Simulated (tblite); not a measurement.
C6H5N2O (doublet state).
Numbering: `[CH2:1]=[N:2][C:3]1[CH:4]=[CH:5][C@H:6]([C:7]#[N:8])[O:9]1` (hydrogens: H10, H11 on C1; H12 on C4; H13 on C5; H14 on C6)

A start from a force field or distance geometry was refined with GFN2-xTB geometry optimisation, gas phase (tblite). Values at the start:

```csv
coordinate,start
C1=N2,1.305 Å
C1–H10,1.115 Å
C1–H11,1.090 Å
N2–C3,1.340 Å
C3–C4,1.440 Å
C3–O9,1.383 Å
C4=C5,1.336 Å
C4–H12,1.065 Å
C5–C6,1.486 Å
C5–H13,1.082 Å
C6–C7,1.473 Å
C6–O9,1.464 Å
C6–H14,1.091 Å
C7≡N8,1.166 Å
C1–N2–C3,115.7°
N2–C3–C4,120.0°
N2–C3–O9,127.6°
C3–C4–C5,106.9°
C3–O9–C6,105.1°
C4–C3–O9,112.3°
C4–C5–C6,110.0°
C5–C6–C7,111.6°
C1–N2–C3–C4,169°
N2–C3–O9–C6,-176°
C4–C5–C6–C7,121°
C5–C6–O9–C3,0°
```

Q: How do these coordinates change at the GFN2-xTB level?

A: 
```
 coordinate  GFN2-xTB (Å or °)  change
      C6–O9              1.417  -0.047
     C1–H10              1.086  -0.029
      N2–C3              1.315  -0.025
      C7≡N8              1.141  -0.025
      C3–C4              1.417  -0.023
      C5–C6              1.506  +0.020
      C4=C5              1.352  +0.016
      C1=N2              1.289  -0.016
      C6–C7              1.459  -0.014
     C1–H11              1.077  -0.013
     C6–H14              1.104  +0.013
     C5–H13              1.071  -0.011
     C4–H12              1.071  +0.006
      C3–O9              1.379  -0.004
   C1–N2–C3              124.6    +8.9
   N2–C3–C4              126.3    +6.3
   N2–C3–O9              123.6    -4.0
   C3–O9–C6              108.3    +3.2
   C4–C3–O9              110.0    -2.3
   C4–C5–C6              107.7    -2.3
   C3–C4–C5              108.8    +1.9
   C5–C6–C7              110.7    -0.9
C4–C5–C6–C7                118      -3
N2–C3–O9–C6               -178      -2
C5–C6–O9–C3                  2      +2
C1–N2–C3–C4                171      +2
```

The energy falls by 26.6 kJ/mol over 40 L-BFGS steps, the largest force on an atom goes from 3.08 to 0.008 eV/Å, and the atoms move by 0.073 Å rms after alignment. The bond that changes most is C6–O9 (ends: carbon bonded to 2 C, O and H; oxygen bonded to 2 C), which shortens by 0.047 Å. Bonds longer at the end by more than 0.005 Å: 4 of 14; shorter: 9. Rotational constants go from 3668, 1146, 944.7 to 3592, 1175, 965.2 MHz.

Hardware: one thread of an Arm Neoverse V1 (shared host). Cost: 0.24 s wall.

Its GFN2-xTB frequencies are all real (lowest 73 cm⁻¹). 2 starts were optimised and ended at 0.00 and 3.45 kcal/mol (GFN2-xTB); the lowest of these is shown.

Shape of the structure used: `[CH2:1]=[N:2][C:3]1[CH:4]=[CH:5][C@H:6]([C:7]#[N:8])[O:9]1`: C1–N2–C3–C4 171°.

One conformer stands for the species.

All values are computed, not measured.
